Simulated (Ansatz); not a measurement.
`[ZnH][CH2]C1CO1` and `FCC1CO1` differ in one atom or group.

Ansatz, PBE0-D4/def2-TZVP geometries, multiplicity 1. Each molecule was computed in one conformer, which needn't be the lowest.

Scalar relativity is left out up to krypton.

| property | `[ZnH][CH2]C1CO1` |
| --- | --- |
| HOMO energy (PBE/def2-TZVPP) / eV | -6.12 |
| size of the dipole moment (PBE/def2-TZVPP) / D | 2.11 |
| size of the dipole moment (B3LYP/def2-TZVPP) / D | 2.23 |
| HOMO energy (PBE0/def2-TZVPP) / eV | -7.27 |
| LUMO energy (ωB97M-V/def2-TZVPP) / eV | 1.07 |
| HOMO energy (ωB97M-V/def2-TZVPP) / eV | -9.46 |

**Question.** Give the same properties after the change, and the shifts. (Estimate.)

**Answer.** Computed: 
| property | `FCC1CO1` | shift |
| --- | --- | --- |
| HOMO energy (PBE/def2-TZVPP) / eV | -6.53 | -0.41 |
| size of the dipole moment (PBE/def2-TZVPP) / D | 0.52 | -1.59 |
| size of the dipole moment (B3LYP/def2-TZVPP) / D | 0.56 | -1.67 |
| HOMO energy (PBE0/def2-TZVPP) / eV | -8.23 | -0.96 |
| LUMO energy (ωB97M-V/def2-TZVPP) / eV | 3.02 | 1.95 |
| HOMO energy (ωB97M-V/def2-TZVPP) / eV | -10.68 | -1.22 |

With PBE0 the HOMO falls by 0.96 eV and the LUMO rises by 1.66 eV, so the gap widens by about 2.62 eV. PBE moves the HOMO by -0.41 eV and ωB97M-V by -1.22 eV. Dipoles are sizes alone; their direction can turn.

B3LYP here is the variant with VWN-RPA as its local correlation; programs differ in this.
